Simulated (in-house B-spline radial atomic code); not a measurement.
RPA and G0W0 for Sn³⁺, [Kr] 4d10 5s1, highest spin, as one setting changes: the radius of a hard wall (bohr). Start: Hartree-Fock. A dash marks a level of low quasi-particle weight. Computed with a B-spline radial code for spherical atoms: all electrons, scalar-relativistic (spin-free one-electron X2C), finite nucleus, each spin shell either full or empty, empty states to l = 9 with an (l + 1/2)⁻⁴ tail; G0W0 by contour deformation at full frequency.

RPA overbinds a lone outer s electron by self-correlation, and G0W0 tends to as well.

| radius of a hard wall (bohr) | mean-field level (eV) | G0W0 level (eV) | RPA correlation (Eh) |
| --- | --- | --- | --- |
| 2 | 29.794 | 5s up 26.646 | -3.5106 |
| 2.5 | ? | ? | ? |
| 3 | -31.20 | 5s up -33.41 | -3.4639 |
| 3.5 | -36.46 | 5s up -38.45 | -3.4545 |
| 4 | ? | ? | ? |
| 5 | -39.33 | 5s up -41.03 | -3.4434 |
| 6 | -39.43 | 5s up -41.10 | -3.4419 |
| 8 | -39.44 | 5s up -41.10 | -3.4409 |
| 12 | -39.44 | 5s up -41.10 | -3.4401 |

(1) What belongs in the row for 4?

(2) What belongs in the row for 2.5?

Answers

(1) mean-field level (eV): -38.38; G0W0 level (eV): 5s up -40.22; RPA correlation (Eh): -3.4487.

(2) mean-field level (eV): -16.311; G0W0 level (eV): 5s up -18.866; RPA correlation (Eh): -3.4787.
